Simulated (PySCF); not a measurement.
# Rh²⁺ (rhodium, charge +2) across methods

[Kr] 4d7, high-spin 4F determinant. All numbers are calculated (PySCF 2.14, scalar relativity through the core potential, in aug-cc-pwCVTZ-PP with ECP28MDF). The B2PLYP total includes its PT2 part (frozen core); its orbital energies are those of the SCF part.

```
 method  E (hartree)  mean ε 4p β (eV)  mean ε 4d α (eV)  mean ε 4d β (eV)  Σ⟨r²⟩ (bohr²)   ⟨S²⟩
   PBE0    -109.1791           -73.128           -28.533           -26.556          27.59  3.752
 r2SCAN    -109.2153           -71.105           -26.968           -24.843          27.56  3.753
    M06    -109.1822           -73.178           -28.410           -26.531          27.53  3.752
    LDA    -108.9209           -70.160           -26.758           -24.805          27.98  3.751
    PBE    -109.1784           -70.027           -26.592           -24.782          27.80  3.751
wB97M-V    -109.1175           -75.916           -30.917           -29.116          27.63  3.752
 B2PLYP    -109.0226           -76.219           -30.351           -28.251          27.54  3.753
```

(1) Estimate the same row for UHF.

Energies and moments cover only the electrons outside the core potential.

Results:

(1) E (hartree) = -108.56723; mean ε 4p β (eV) = -81.206; mean ε 4d α (eV) = -33.512; mean ε 4d β (eV) = -30.934; Σ⟨r²⟩ (bohr²) = 27.30; ⟨S²⟩ = 3.755.
